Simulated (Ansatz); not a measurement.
Cost and result up the ladder for GaO2H (the lowest singlet isomer of a short search) (4 atoms). The state is a singlet with charge 0. Geometry: B3LYP-D4/def2-TZVP.

Cartesian coordinates in Å:
```
Ga 0.050 -0.531 -0.275
O 0.335 -1.774 -1.328
O -0.296 0.700 0.931
H -0.089 1.605 0.672
```

Ansatz on 4 threads of Arm Neoverse V1 on a shared host. Times are rough, and most runs start from the orbitals of an earlier one. PBE0-D4/def2-TZVPD serves as the yardstick here, not as an exact answer. Differences are given only for rows in sets of like size (and for xTB, whose basis is part of the method), since another set adds its own error. Binding counts from free atoms at the same level (Ga doublet, O triplet, H doublet; other spins of the atoms weren't run), without zero-point energy or a counterpoise term.

HSE06 is defined as in plane-wave codes, on full-range PBE exchange. Correlated methods freeze 11 core orbitals; core or outer-core shells of Ga are correlated, in sets that lack core-valence functions. The structure comes from a short search, and lower isomers may exist.

Correlated methods converge slowly with the basis.

```
                         level  functions  wall time
         LDA (SPW92)/def2-TZVP        116      0.4 s
               PBE-D4/def2-SVP         65      0.4 s
                  HF/def2-TZVP        116     0.45 s
              PBE-D4/def2-TZVP        116      0.6 s
                 MP2/def2-TZVP        116      0.6 s
            HSE06-D4/def2-TZVP        116     0.86 s
            BHLYP-D4/def2-TZVP        116      0.9 s
             PBE-D4/def2-TZVPD        143     0.96 s
            PBE0-D4/def2-TZVPD        143      1.2 s
           r2SCAN-D4/def2-TZVP        116      1.5 s
          r2SCAN-D4/def2-TZVPD        143      1.9 s
B97M-V/def2-TZVP (with forces)        116      2.6 s
            CCSD(T)/def2-TZVPP        124        8 s
            CCSD(T)/def2-TZVPD        143       15 s
```

Problem. Estimate what each level gives for the binding energy per atom (eV).

Solution. 
| level | binding energy per atom (eV) | difference from PBE0-D4/def2-TZVPD (eV) | remarks |
| --- | --- | --- | --- |
| LDA (SPW92)/def2-TZVP | 3.98 | 0.84 | – |
| PBE-D4/def2-SVP | 3.36 | – | – |
| HF/def2-TZVP | 1.64 | -1.50 | – |
| PBE-D4/def2-TZVP | 3.39 | 0.24 | – |
| MP2/def2-TZVP | 3.39 | 0.24 | – |
| HSE06-D4/def2-TZVP | 3.14 | 0.00 | – |
| BHLYP-D4/def2-TZVP | 2.84 | -0.30 | – |
| PBE-D4/def2-TZVPD | 3.39 | 0.25 | – |
| PBE0-D4/def2-TZVPD | 3.14 | 0.00 | – |
| r2SCAN-D4/def2-TZVP | 3.26 | 0.11 | – |
| r2SCAN-D4/def2-TZVPD | 3.27 | 0.12 | – |
| B97M-V/def2-TZVP (with forces) | 3.21 | 0.07 | – |
| CCSD(T)/def2-TZVPP | 3.16 | 0.02 | large T1 (0.023) |
| CCSD(T)/def2-TZVPD | 3.16 | 0.02 | large T1 (0.023) |
